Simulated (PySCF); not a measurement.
**How methods differ on the ionisation energy of V⁺**

V⁺ [Ar] 3d4 (5D) → V²⁺ [Ar] 3d3 (4F), as a difference of total energies. All numbers are calculated (PySCF 2.14, the spin-free X2C one-electron Hamiltonian (Gaussian nucleus), in Sapporo-DKH3-DZP-2012 (6s5p3d1f, 43 functions)). Correlated levels: valence: [Ar] frozen. The calculations carry no spin-orbit coupling.

```json
{"method": "UHF", "ionisation energy (eV)": "13.207"}
{"method": "BP86", "ionisation energy (eV)": "15.326"}
{"method": "PBE0", "ionisation energy (eV)": "14.984"}
{"method": "MP2 (valence)", "ionisation energy (eV)": "13.875"}
{"method": "SCS-MP2 (valence)", "ionisation energy (eV)": "13.429"}
```

Q: How much does correlation contribute at MP2 (valence)?

A: 13.875 − (13.207) = 0.668 eV, measured against UHF.

The reference lies between the lowest fine-structure levels, while these numbers refer to the centres of the terms.

Errors of the correlated levels include the incompleteness of this basis and the frozen core.

For comparison: 14.634 ± 0.007 eV (measured; NIST Atomic Spectra Database, ionization energies).
